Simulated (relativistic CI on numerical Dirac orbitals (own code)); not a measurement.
## One change at a time: Sn¹⁶⁺

Base calculation: Dirac-Coulomb-Breit CI, KLI orbitals optimised for each configuration, model QED (radiative potential, 1s self-energy scaled to tabulated hydrogen-like ionisation energies), unscaled Slater integrals.

CI space (outside the closed core [Ar] 3d10): 4s²4p⁴, 4s4p⁵, 4p⁶, 4s²4p³4d, 4s4p⁴4d, 4s²4p³4f, 4s4p⁴4f, 4p⁵4d, 4s4p³4d², 4s²4p²4d4f, 4s²4p³5s, 4p⁴4d², 4p³4d³, 4p³4d²4f, 4p³4d²5s. Double excitations out of closed p, d and f shells are left out; levels of such configurations are missing from the list, as are those of other unlisted configurations, and high levels can miss mixing partners.

Variants: (1) P86 correlation estimate; (2) Breit term removed; (3) non-relativistic limit. Shifts of the energy above 4s²4p⁴ ³P2, in cm⁻¹, for the lowest level and the first level of each name with at least 55 % of one term (blank where a level changes its place among those of its configuration and J or its character, or is not in the variant):

```
        Level    Base   Δ(1)   Δ(2)     Δ(3)
   4s²4p⁴ ³P2       0      0      0        0
   4s²4p⁴ ³P0   37681    -13    +69   -37681
   4s²4p⁴ ³P1   72646      0  +1106   -72646
   4s²4p⁴ ¹D2   94822    +15  +1136   -65108
   4s²4p⁴ ¹S0  192324    -10  +2056  -108861
   4s4p⁵ ³P°2  405110   +579   +297   -89007
   4s4p⁵ ³P°1  438725   +602   +567  -122622
   4s4p⁵ ³P°0  481396   +598  +1370  -165292
4s²4p³4d ⁵D°0  549030  +1057  +1218   -51111
4s²4p³4d ⁵D°1  555144  +1042  +1447   -57225
4s²4p³4d ⁵D°4  561475  +1060  +1862   -63556
4s²4p³4d ³D°1  606890  +1077  +2156   -81848
4s²4p³4d ¹S°0  609682  +1083  +2143   -76505
4s²4p³4d ³F°3  619154  +1084  +2275   -80508
4s²4p³4d ³G°4  632491  +1083  +2496         
4s²4p³4d ³F°4  640276  +1092  +2504         
4s²4p³4d ¹G°4  652370  +1096  +2516   -80515
4s²4p³4d ³G°5  657629  +1094  +2804   -95187
4s²4p³4d ³P°0  678241  +1079  +2495   -77360
4s²4p³4d ³D°2  690377  +1085  +2548         
4s²4p³4d ³P°2  724703  +1047  +2189         
4s²4p³4d ³S°1  742454  +1075  +2336
```

At this charge energies of transitions that change n are usually good to better than 1 %, and those within a shell (Δn = 0) to a few per cent.

Ionisation energy from the two ground configurations alone: base 436.594 eV; P86 correlation estimate 438.228 eV; Breit term removed 436.837 eV. The NIST ASD value (theoretical) is 437 eV.

LS names give the leading component of a level, which can be under half, so a name can repeat, a term be missing and a line seem to break the LS rules.
